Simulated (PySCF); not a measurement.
CH3Cl2NSi2, SMILES C1[SiH2][Si](N=1)(Cl)Cl.

The structure is a stationary point at B3LYP-D3(BJ)/def2-SVP. This is a generated structure with no PubChem entry under its InChIKey; it may be hypothetical.

All values below come from TDA-PBE/def2-SVPD (PySCF).

Vertical excitations. Gas-phase values at a fixed geometry. State labels are in the subgroup Cs.

Computed UV-visible absorptions:
| state | symmetry | energy (eV) | λ (nm) | f | main pairs |
|---|---|---|---|---|---|
| S1 | A" | 3.53 | 352 | 0.000 | HOMO→LUMO 98 % |
| S2 | A' | 4.30 | 288 | 0.000 | HOMO→LUMO+1 100 % |
| S3 | A" | 4.46 | 278 | 0.000 | HOMO−1→LUMO 98 % |
| S4 | A" | 4.88 | 254 | 0.002 | HOMO→LUMO+2 96 % |
| S5 | A' | 5.07 | 244 | 0.004 | HOMO→LUMO+3 94 % |
| S6 | A' | 5.19 | 239 | 0.003 | HOMO−2→LUMO 87 % |
| S7 | A' | 5.45 | 227 | 0.004 | HOMO−3→LUMO 87 % |
| S8 | A' | 5.78 | 215 | 0.006 | HOMO→LUMO+4 85 % |
| S9 | A" | 5.78 | 214 | 0.001 | HOMO−4→LUMO 98 % |
| S10 | A' | 5.84 | 212 | 0.009 | HOMO→LUMO+5 84 % |
| T1 | A" | 2.82 | 440 | 0 | HOMO→LUMO 99 % |
| T2 | A' | 4.14 | 299 | 0 | HOMO→LUMO+1 99 % |
| T3 | A" | 4.25 | 291 | 0 | HOMO−1→LUMO 98 % |
| T4 | A" | 4.59 | 270 | 0 | HOMO→LUMO+2 97 % |
Triplets are in the Tamm–Dancoff approximation.
